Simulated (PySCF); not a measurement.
C₆H₁₂FN.
Z-matrix (Å and degrees, PBE0-D3(BJ)/def2-SVP geometry), rows numbered from 1:
```
C 
N   1  1.2617
C   2  1.4600  1  121.24
C   3  1.5276  2  106.83  1   151.92
C   3  1.5389  2  116.07  1    26.82
C   5  1.5210  3  115.56  2    63.20
C   3  1.5295  2  105.41  1   -93.77
F   7  1.3718  3  110.93  2    68.89
H   1  1.1005  2  118.71  3   176.80
H   1  1.1052  2  125.03  3    -3.05
H   4  1.0998  3  110.20  2    57.79
H   4  1.1009  3  111.45  2   179.14
H   4  1.0986  3  110.35  2   -60.36
H   5  1.1012  3  108.74  2   -61.74
H   5  1.1034  3  107.17  2  -174.67
H   6  1.1004  5  112.00  3   -56.55
H   6  1.1002  5  110.65  3  -176.46
H   6  1.1002  5  111.88  3    63.98
H   7  1.1021  3  109.61  2   -50.95
H   7  1.1036  3  109.91  2  -171.18
```

Computed with PySCF at CAM-B3LYP/def2-SVPD, non-relativistic, on one gas-phase PBE0-D3(BJ)/def2-SVP geometry that isn't relaxed in the solvent. The solvent is an IEF-PCM continuum (cavity from Bondi-type radii × 1.2). Only the electrostatic response of the medium enters.

Gas phase at CAM-B3LYP/def2-SVPD: HOMO -8.59 eV, LUMO 0.74 eV, dipole 1.47 D.

Q: What does the continuum do to the energy, the frontier levels and the dipole at CAM-B3LYP/def2-SVPD in chloroform and water?

A: 
```csv
solvent,ε,E(solvent) − E(gas) (kcal/mol),polarisation term (kcal/mol),distortion of the solute (kcal/mol),HOMO (eV),LUMO (eV),dipole (D)
chloroform,4.711,-3.70,-4.14,0.44,-8.62,0.78,1.83
water,78.36,-5.39,-6.40,1.01,-8.67,0.77,2.04
```

Polarisation term: ½ Σ q·V over the induced surface charges. Distortion: the rise of the solute's own energy as its density leaves the gas-phase optimum. From chloroform to water the lowering changes by a factor 1.46, Onsager's factor (ε − 1)/(2ε + 1) by 1.38 and ε itself by 16.6.

Q: Which radius a makes the point-dipole formula ΔE = −[(ε − 1)/(2ε + 1)]·μ²/a³ give the value in water, with the gas-phase dipole?

A: μ = 0.579 au and |ΔE| = 0.00858 Eh give a = 1.42 Å; the farthest nucleus lies 3.28 Å from the centroid of the nuclei, so such a sphere wouldn't even hold the nuclei. The formula assumes a rigid point dipole at the centre of a sphere.

Q: How does the static polarisability (CAM-B3LYP/def2-SVPD, frozen core, with the continuum's full static response) change?

A: 
```json
{"medium": "gas", "isotropic (au)": "81.0", "principal values (au)": "73.7, 79.8, 89.4", "⟨r²⟩ of the electrons (bohr²)": "1003.6"}
{"medium": "chloroform", "isotropic (au)": "99.9", "principal values (au)": "91.3, 97.1, 111.4", "⟨r²⟩ of the electrons (bohr²)": "1003.2"}
{"medium": "water", "isotropic (au)": "110.2", "principal values (au)": "100.6, 107.1, 122.9", "⟨r²⟩ of the electrons (bohr²)": "1003.1"}
```

The isotropic value in water is 1.36 times the gas-phase one; no cavity-field correction is applied. ⟨r²⟩ is taken about the centre of nuclear charge.
